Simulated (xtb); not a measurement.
Ge(H)(OH)2(NH2) (GeH5NO2), SMILES [OH][GeH]([OH])[NH2]. All values are semi-empirical tight-binding results from xtb (GFN2-xTB unless named), good for trends rather than for accurate numbers. Coordinates come from a GFN2-xTB optimisation. This is a generated structure with no PubChem entry under its InChIKey; it may be hypothetical. Other conformers were not sampled.

Optimised geometry:

Bond lengths (Å): Ge1–N2 1.812, Ge1–O3 1.739, Ge1–O4 1.743, Ge1–H5 1.499, N2–H6 1.009, N2–H7 1.012, O3–H8 0.955, O4–H9 0.954. Bond angles (°): N2–Ge1–O3 112.7, N2–Ge1–O4 108.9, N2–Ge1–H5 109.3, O3–Ge1–O4 103.6, O3–Ge1–H5 110.8, O4–Ge1–H5 111.4, Ge1–N2–H6 115.4, Ge1–N2–H7 114.6, H6–N2–H7 107.7, Ge1–O3–H8 114.6, Ge1–O4–H9 115.9.
Charge 0, spin multiplicity 1.

For metal compounds this method's bond lengths and energies can be far off.

**Question.** Estimate the properties. (Estimate from the structure and the level; the computed values follow.)

**Answer.** 
```json
{
  "orbital_gap": "7.82 eV",
  "zero_point_energy": "35.8 kcal/mol",
  "G − E(el) at 298.15 K (modified RRHO)": "16.7 kcal/mol"
}
```

Computed atomic charges and the Wiberg bond orders between heavy atoms:
charges (e) Ge1 0.35, N2 -0.38, O3 -0.47, O4 -0.47, H5 0.00, H6 0.17, H7 0.18, H8 0.32, H9 0.31. Bond orders Ge1–N2 1.06, Ge1–O3 1.13, Ge1–O4 1.13.
